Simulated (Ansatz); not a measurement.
Frontier orbitals of `C[O][Ge]([CH3])([Cl])[Se]C`.

Total charge 0; spin multiplicity 1. Correlated methods include outer-core shells of Ge, Se, which these sets cover unevenly. Scalar relativity is left out up to krypton. The geometry is a stationary point of PBE0-D4/def2-TZVP. It is one conformer, not always the lowest. Basis def2-TZVPP, Ansatz 0.2.0.

```tsv
functional	HOMO (eV)	LUMO (eV)	gap (eV)
PBE	-5.60	-1.43	4.17
revPBE	-5.54	-1.33	4.21
r2SCAN	-5.87	-1.22	4.65
B97M-V	-5.96	-1.16	4.80
PBE0	-6.77	-0.56	6.21
B3LYP	-6.53	-0.81	5.72
HSE06 (plane-wave form)	-6.37	-0.93	5.44
ωB97X-V	-9.08	1.50	10.58
ωB97M-V	-8.94	1.30	10.24
```

Problem. What is the vertical ionisation energy at frozen-core CCSD(T)/def2-TZVPP? (An estimate is asked.)

Solution. The calculation gave: 8.77 eV (T1 of the cation 0.012).

Against PBE, PBE0 changes HOMO and LUMO by −1.17 and +0.88 eV, ωB97M-V by −3.34 and +2.73 eV. A gap of 4.17 eV thus becomes 10.24 eV for the same molecule, so an orbital gap means little without its functional. A positive LUMO is unbound and depends on the basis. −ε(HOMO) differs from that ionisation energy by −3.17 eV with PBE and +0.17 eV with ωB97M-V.

B3LYP here is the variant with VWN-RPA as its local correlation; programs differ in this.
